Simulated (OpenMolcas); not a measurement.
A calculation on neutral strontium.

```json
{"Program": "OpenMolcas 26.06", "Method": "XMS-CASPT2, IPEA 0.25 Eh, imaginary shift 0.1 Eh (closed shells correlated: 4s 4p)", "Basis": "ANO-RCC-VTZP [7s6p3d1f]", "Scalar Hamiltonian": "DKH2, point nucleus", "Active space": "2 electrons in 9 orbitals (4d 5s 5p)", "State averaging": "2S+1 = 3 even, 18 roots (15 in the spin-orbit step); 2S+1 = 1 even, 12 roots; 2S+1 = 3 odd, 18 roots; 2S+1 = 1 odd, 15 roots", "Spin-orbit coupling": "RASSI with atomic mean-field integrals over the reference wave functions, term energies averaged over their components"}
```

Q: Which level of the active space comes out lowest?

A: 5s² ¹S₀, with 100 % of that term; it is also the measured ground level.

Q: How high does 5s 5p ¹P°₁ lie?

A: 22060 cm⁻¹ above the lowest level; measured 21698 cm⁻¹ above the ground level, so the calculation is off by +2 %.

Q: How high does 4d 5s ³D₂ lie?

A: 21020 cm⁻¹ above the lowest level; measured 18219 cm⁻¹ above the ground level, so the calculation is off by +15 %.

Q: How high does 4d 5s ³D₃ lie?

A: 21130 cm⁻¹ above the lowest level; measured 18319 cm⁻¹ above the ground level, so the calculation is off by +15 %.

Q: The level at 35890 cm⁻¹ has J = 2. What is it made of, and what is its g factor?

A: 58 % 4d 5p ¹D°₂, 42 % 4d 5p ³F°; g = 0.859, against 1.000 from Landé's formula for the pure leading term.

Measured values: NIST Handbook of Basic Atomic Spectroscopic Data.

Term energies are means over components that CASPT2 splits; among the terms shown or strongly mixed into the levels shown the widest spread is 160 cm-1 (4d 5p ¹D°). Some high roots are left out of the spin-orbit mixing, which shifts the levels that they would mix with. A single d shell beside an s shell can misplace configurations of different d count against each other. Measured partners are found by configuration, term and J. A level has none where our copy of the source lacks it or the pairing is in doubt (some pairs that miss far off the trend of their configuration count as doubtful), and it then counts in no deviation. Only configurations of the active space appear.

° marks odd parity.
